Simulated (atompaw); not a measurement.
## PBE PAW (atompaw) dataset for antimony (Sb), scalar-relativistic all-electron reference.

atompaw 4.2.0.5 input, output lines left out:

```
Sb 51
GGA-PBE scalarrelativistic loggrid 1500 logderivrange -3 5 201
5 5 4 0 0 0
5 1 3
0 0 0
c
c
c
c
v
c
c
c
v
c
c
1
2.25 2.10 1.60 2.25
y
0.7
n
y
1
n
bloechl sinc
bessel
```

All-electron outer shells of the reference configuration (PBE, scalar-relativistic, ld1.x):

```
shell  level (eV)  outermost node (bohr)  outermost maximum (bohr)
   4p     -101.79                   0.39                      0.76
   4d      -33.51                   0.38                      0.84
   5s      -12.83                   0.95                      1.90
   5p       -4.83                   1.04                      2.35
```

(1) Estimate the cutoffs (Ry, on a coarse ladder) from which the occupation-weighted sum of valence levels, in a spherical-Bessel basis at the reference potential, stays within 10 and 1 mRy of its value at 400 Ry.

(2) Does the potential have ghost states?

(3) Is the overlap operator S = 1 + Σ q|β⟩⟨β| positive definite (Bessel basis up to 400 Ry)?

Results:

(1) 8 Ry and 15 Ry.

(2) Ghost states, extra bound levels that the all-electron valence spectrum of the same l lacks: s at -14.8 eV, p at -1.65 eV. A true bound ghost makes a file unfit for plane-wave use. The logarithmic derivative shows an extra or strongly shifted pseudo pole above the reference energy (p near -0.14 Ry).

(3) Barely: its lowest eigenvalue is 0.005 (p channel).
